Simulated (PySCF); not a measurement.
Partial charges of `CC#Cc1ccccc1N`

Compound: C9H9N.
SMILES with atom numbers: `[CH3:1][C:2]#[C:3][c:4]1[cH:5][cH:6][cH:7][cH:8][c:9]1[NH2:10]` (hydrogens: H11, H12, H13 on C1; H14 on C5; H15 on C6; H16 on C7; H17 on C8; H18, H19 on N10)

Geometry (GFN2-xTB, Å), atoms numbered from 1 in this order:
```xyz
19
C9H9N angstrom
C      3.280    0.784   -1.865
C      2.098    0.397   -1.127
C      1.123    0.061   -0.507
C     -0.038   -0.322    0.208
C     -0.107   -1.570    0.819
C     -1.241   -1.956    1.508
C     -2.321   -1.092    1.588
C     -2.270    0.150    0.984
C     -1.133    0.559    0.291
N     -1.050    1.823   -0.251
H      3.342    0.219   -2.796
H      3.247    1.848   -2.100
H      4.172    0.581   -1.273
H      0.742   -2.235    0.741
H     -1.284   -2.927    1.979
H     -3.213   -1.387    2.121
H     -3.115    0.821    1.047
H     -1.919    2.296   -0.437
H     -0.324    1.960   -0.936
```

Density: PBE0/pcSseg-1 (PySCF); schemes: Mulliken, IAO, Hirshfeld and ESP-fitted. Isolated species at its GFN2-xTB geometry, gas phase.

Problem. Atoms with like bonding are taken together and averaged. For which atoms does the sign change between the 4 schemes (beyond +0.03 e in one, beyond −0.03 e in another)?

Solution. C2, C3 and C4. Atomic charges aren't observables, and each scheme defines them in its own way.

Problem. Which atoms carry the lowest charge in the Mulliken, IAO, Hirshfeld and ESP-fitted schemes?

Solution. All schemes agree: Mulliken N10 (-0.418); IAO N10 (-0.502); Hirshfeld N10 (-0.191); ESP-fitted N10 (-0.725).

Problem. Do the Mulliken, IAO, Hirshfeld and ESP-fitted schemes agree on where the charge is highest?

Solution. The schemes don't all agree: Mulliken C3 (+0.235); IAO H18/H19 (+0.271); Hirshfeld H18/H19 (+0.124); ESP-fitted C4 (+0.470).

Problem. Give the atomic charges in each scheme.

Solution. In e; atoms taken as equivalent share a row and are averaged (×n: the atom named and its like, n in all):

```tsv
atom	environment	Mulliken	IAO	Hirshfeld	ESP-fitted
C1	propargylic carbon	-0.190	-0.434	-0.098	-0.575
C2	alkyne carbon	-0.253	-0.055	-0.049	+0.344
C3	alkyne carbon	+0.235	-0.079	-0.069	-0.653
C4	substituted aromatic carbon	-0.406	-0.067	-0.023	+0.470
C5	aromatic CH carbon	-0.001	-0.130	-0.045	-0.312
C6	aromatic CH carbon	-0.090	-0.188	-0.073	-0.204
C7	aromatic CH carbon	-0.060	-0.138	-0.049	-0.151
C8	aromatic CH carbon	-0.068	-0.205	-0.078	-0.294
C9	aromatic carbon bearing nitrogen	+0.108	+0.138	+0.058	+0.161
N10	aniline-type nitrogen	-0.418	-0.502	-0.191	-0.725
H11/H12/H13	methyl hydrogen	+0.146	+0.171	+0.060	+0.181
H14	aromatic hydrogen	+0.076	+0.159	+0.051	+0.204
H15	aromatic hydrogen	+0.081	+0.150	+0.045	+0.157
H16	aromatic hydrogen	+0.086	+0.153	+0.050	+0.158
H17	aromatic hydrogen	+0.083	+0.144	+0.044	+0.183
H18/H19	N–H hydrogen	+0.189	+0.271	+0.124	+0.347
```

Mean size of the charges over all atoms: ESP-fitted 0.307 e, IAO 0.189 e, Mulliken 0.156 e, Hirshfeld 0.071 e. Each set sums to the total charge, 0, to within 0.001 e. The Hirshfeld scheme weights the molecular density at each point by an atom's share of the summed free-atom densities.

Problem. Sum the charges by element, for elements with more than one atom.

Solution. 
```
element  atoms  Mulliken     IAO  Hirshfeld  ESP-fitted
      C      9    -0.725  -1.159     -0.425      -1.216
      H      9    +1.143  +1.661     +0.616      +1.941
```

Problem. How many electrons does the ESP-fitted scheme count on C3?

Solution. Z − q = 6 − (-0.653) = 6.653.

Problem. How closely do the schemes follow one another over all atoms?

Solution. Correlation coefficient and root-mean-square difference: IAO with Hirshfeld 0.97, 0.143 e; IAO with ESP-fitted 0.81, 0.218 e; Hirshfeld with ESP-fitted 0.80, 0.292 e; Mulliken with IAO 0.75, 0.146 e; Mulliken with Hirshfeld 0.73, 0.142 e; Mulliken with ESP-fitted 0.25, 0.357 e.
